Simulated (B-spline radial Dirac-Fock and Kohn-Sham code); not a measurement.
Dipole and non-dipole photoemission parameters of Tm 6s

System: atomic thulium, configuration [Xe] 4f13 6s2; threshold 5.33 eV (orbital energy of the model). These are calculated numbers from a B-spline atomic structure program; the model is Dirac-Hartree-Slater photoionisation with a Latter tail; cross sections with all multipoles, angular parameters from the dipole term and its interference with E2.

Input of the calculation (task.json; shells as n, l, electrons):

```json
{"items": [{
  "Z": 69,
  "q": 0,
  "cfg": [[1, 0, 2], [2, 0, 2], [2, 1, 6], [3, 0, 2], [3, 1, 6], [3, 2, 10], [4, 0, 2], [4, 1, 6], [4, 2, 10], [4, 3, 13], [5, 0, 2], [5, 1, 6], [6, 0, 2]],
  "A": 169,
  "rrms": 5.2256,
  "do": "xps",
  "hv": [92.5, 99.7, 109.0, 127.0, 134.0, 136.0, 150.0, 196.0, 207.0, 226.0, 292.0, 300, 318.0, 345.0, 600, 800, 1630.0, 2140.0, 2330.0, 4000, 4440.0, 4670.0, 5010.0, 5120.0, 5414.7, 7760.0, 8047.8, 9251.7, 12000, 12200.0],
  "edges": {"K": 59390.0, "L1": 10116.0, "L2": 9617.0, "L3": 8648.0, "M1": 2307.0, "M2": 2090.0, "M3": 1885.0, "M4": 1515.0, "M5": 1468.0, "N1": 470.9, "N2": 385.9, "N3": 332.6, "N4": 175.5, "N5": 175.5}
}]}
```

Launch: `python xray2_run.py task.json out`

For linearly polarised light dσ/dΩ = σ/(4π) [1 + β P₂(cos θ) + (δ + γ cos²θ) sin θ cos φ], with θ from the polarisation vector and φ the angle between the beam and the projection of the electron momentum on the plane normal to the polarisation.

```
hν (eV)   σ (kb)      β       γ
   92.5     12.6  1.703   0.074
   99.7     11.7  1.723   0.094
    109     10.7  1.744   0.116
    127     9.12  1.776   0.153
    134     8.60  1.786   0.165
    136     8.46  1.789   0.169
    150     7.58  1.805   0.191
    196     5.53  1.841   0.251
    207     5.17  1.847   0.262
    226     4.63  1.856   0.280
    292     3.31  1.878   0.325
    300     3.19  1.880   0.329
    318     2.95  1.884   0.338
    345        ?      ?       ?
    600     1.19  1.918   0.389
    800    0.774  1.929   0.380
   1630    0.251  1.948   0.250
   2140    0.159  1.953   0.161
   2330    0.137  1.954   0.130
   4000   0.0523  1.961  -0.062
   4440   0.0431  1.962  -0.091
   4670   0.0393  1.963  -0.104
   5010   0.0344  1.964  -0.119
   5120   0.0330  1.964  -0.123
 5414.7   0.0297  1.964  -0.132
   7760   0.0148  1.967  -0.128
 8047.8   0.0138  1.967  -0.121
 9251.7   0.0105  1.967  -0.078
  12000  0.00618  1.968   0.064
  12200  0.00598  1.968   0.076
```

Question: Give the values at 345 eV.

Answer: σ = 2.64 kb, β = 1.890, γ = 0.350. For an s subshell δ is negligible.
